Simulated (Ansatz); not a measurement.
Ansatz (a program for electronic structure) input:

Ansatz 0.2 input:
```yaml
crystal:
  periodic: [false, false, false]
  atoms:
    - {symbol: Te, position_ang: [0.04424944, 0.01794832, 1.08398968]}
    - {symbol: I, position_ang: [0.96386790, -1.85549558, -0.54142374]}
    - {symbol: I, position_ang: [-1.00728245, 1.83788590, -0.52211331]}
basis:
  gaussian:
    orbitals: def2-TZVPP
total_charge: 1
magnetization: {spin_polarized: true, initial_magnetization: 1}
correlation: {method: ccsd_t, electrons: outside_noble_gas}
```

Task: Predict the final energy.

Result: -860.53592 Eh (CCSD(T)/def2-TZVPP). The basis has 150 functions.
